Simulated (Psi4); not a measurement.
indium atom (In), doublet (core potentials on In); PBE/def2-SV(P) run with Psi4.

Here is a job for Psi4.
```
memory 2 GB

molecule mol {
0 2
In    0.000000    0.000000    0.000000
}

set {
  basis def2-sv(p)
  reference uks
}

energy('pbe')
print_variables()
```

Task: What does Psi4 print? Leave out banner, timings and long lists.

Result: 
```
   => Loading Basis Set <=

    Name: DEF2-SV(P)
    Role: ORBITAL
    Keyword: BASIS

    !!!  WARNING: ECP capability is in beta. Please check occupations closely.  !!!

         ---------------------------------------------------------
                                   SCF
               by Justin Turney, Rob Parrish, Andy Simmonett
                          and Daniel G. A. Smith
                              UKS Reference
         ---------------------------------------------------------

  ==> Geometry <==

    Molecular point group: d2h
    Geometry (in Angstrom), charge = 0, multiplicity = 2:

       Center              X                  Y                   Z               Mass
    ------------   -----------------  -----------------  -----------------  -----------------
         IN           0.000000000000     0.000000000000     0.000000000000   114.903878776000

  Running in d2h symmetry.

  Rotational constants: A = ************  B = ************  C = ************ [cm^-1]
  Rotational constants: A = ************  B = ************  C = ************ [MHz]
  Nuclear repulsion =    0.000000000000000

  Charge       = 0
  Multiplicity = 2
  Electrons    = 21
  Nalpha       = 11
  Nbeta        = 10

  ==> Algorithm <==

  SCF Algorithm Type is DF.
  DIIS enabled.
  MOM disabled.
  Fractional occupation disabled.
  Guess Type is CORE.
  Energy threshold   = 1.00e-06
  Density threshold  = 1.00e-06
  Integral threshold = 1.00e-12

  ==> Primary Basis <==

  Basis Set: DEF2-SV(P)
    Blend: DEF2-SV(P)
    Number of shells: 10
    Number of basis functions: 26
    Number of Cartesian functions: 28
    Spherical Harmonics?: true
    Max angular momentum: 2

  Core potential: DEF2-SV(P)
    Number of shells: 4
    Number of ECP primitives: 18
    Number of ECP core electrons: 28
    Max angular momentum: 3

  ==> DFT Potential <==

   => LibXC <=

    Version 7.1.2
    S. Lehtola, C. Steigemann, M. J. T. Oliveira, and M. A. L. Marques,  SoftwareX 7, 1–5 (2018) (10.1016/j.softx.2017.11.002)

   => Composite Functional: PBE <=

    PBE GGA Exchange-Correlation Functional

    J.P. Perdew et. al., Phys. Rev. Lett., 77(18), 3865-3868, 1996

    Deriv               =              1
    GGA                 =           TRUE
    Meta                =          FALSE

    Exchange Hybrid     =          FALSE
    MP2 Hybrid          =          FALSE

   => Exchange Functionals <=

    1.0000     XC_GGA_X_PBE

   => Correlation Functionals <=

[...]
   @S   Observed:                5.000000000E-01

    Orbital Energies [Eh]
    ---------------------

    Alpha Occupied:

[...]
    Alpha Virtual:

[...]
    Beta Occupied:

[...]
       4Ag    -0.289536

    Beta Virtual:

[...]
       8Ag    60.992174

    Final Occupation by Irrep:
             Ag   B1g   B2g   B3g    Au   B1u   B2u   B3u
    DOCC [     4,    1,    1,    1,    0,    1,    1,    1 ]
    SOCC [     0,    0,    0,    0,    0,    0,    0,    1 ]
    NA   [     4,    1,    1,    1,    0,    1,    1,    2 ]
    NB   [     4,    1,    1,    1,    0,    1,    1,    1 ]

  @DF-UKS Final Energy:  -190.11199585362928

   => Energetics <=

    Nuclear Repulsion Energy =              0.0000000000000000
    One-Electron Energy =                -334.7085951503371462
    Two-Electron Energy =                 161.2618694935854649
    DFT Exchange-Correlation Energy =     -16.6652701968776036
    Empirical Dispersion Energy =           0.0000000000000000
    VV10 Nonlocal Energy =                  0.0000000000000000
    Total Energy =                       -190.1119958536292813

  UHF NO Occupations:
  HONO-2 :    1B1g 1.9999744
  HONO-1 :    4 Ag 1.9992757
  HONO-0 :    2B3u 1.0000000
  LUNO+0 :    5 Ag 0.0007243
  LUNO+1 :    2B1g 0.0000256
  LUNO+2 :    2B2g 0.0000256
  LUNO+3 :    6 Ag 0.0000049

Computation Completed

Properties will be evaluated at   0.000000,   0.000000,   0.000000 [a0]

Properties computed using the SCF density matrix

 Multipole Moments:

 ------------------------------------------------------------------------------------
     Multipole            Electronic (a.u.)      Nuclear  (a.u.)        Total (a.u.)
 ------------------------------------------------------------------------------------

 L = 1.  Multiply by 2.5417464519 to convert [e a0] to [Debye]
 Dipole X            :          0.0000000            0.0000000            0.0000000
 Dipole Y            :          0.0000000            0.0000000            0.0000000
 Dipole Z            :          0.0000000            0.0000000            0.0000000
 Magnitude           :                                                    0.0000000

 ------------------------------------------------------------------------------------

  Variable Map:
  ----------------------------------------------------------------------------
[...]
  Array Variable Map:
  ----------------------------------------------------------------------------
[...]
[...]
```
